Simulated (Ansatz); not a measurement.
`c1cc2ccc3c[o+]cc4ccc(c1)c2c34` with charge +2. Total charge 2; doublet. Geometry PBE-D4/def2-SVP, that of the charge +1 singlet.

Cartesian coordinates in Å:
```
C -1.842 1.253 -2.499
C -2.468 0.503 -1.490
C -1.714 -0.036 -0.427
C -2.310 -0.812 0.630
C -1.560 -1.329 1.661
C -0.141 -1.098 1.696
C 0.683 -1.591 2.707
O 1.997 -1.358 2.709
C 2.610 -0.648 1.759
C 1.901 -0.098 0.691
C 2.527 0.671 -0.349
C 1.763 1.182 -1.373
C 0.341 0.970 -1.437
C -0.458 1.486 -2.479
C -0.296 0.202 -0.402
C 0.481 -0.327 0.652
H -2.448 1.665 -3.320
H -3.554 0.331 -1.525
H -3.397 -0.984 0.603
H -2.031 -1.919 2.460
H 0.359 -2.193 3.568
H 3.692 -0.562 1.928
H 3.612 0.843 -0.315
H 2.240 1.773 -2.170
H 0.013 2.077 -3.279
```

Q: Estimate the α-spin orbital energies around the gap (eV) in Ansatz with PBE-D4/def2-SVP, PBE0-D4/def2-SVP.

A: 
```tsv
orbital	PBE-D4/def2-SVP	PBE0-D4/def2-SVP
HOMO−5	-16.58	-18.15
HOMO−4	-16.41	-17.91
HOMO−3	-16.12	-17.25
HOMO−2	-15.28	-16.32
HOMO−1	-15.05	-15.93
HOMO	-14.30	-15.16
LUMO	-11.94	-11.29
LUMO+1	-11.56	-10.86
LUMO+2	-9.99	-9.03
LUMO+3	-9.63	-8.68
LUMO+4	-9.13	-8.01
LUMO+5	-7.21	-5.90
β HOMO	-14.96	-15.86
β LUMO	-13.83	-13.21
```
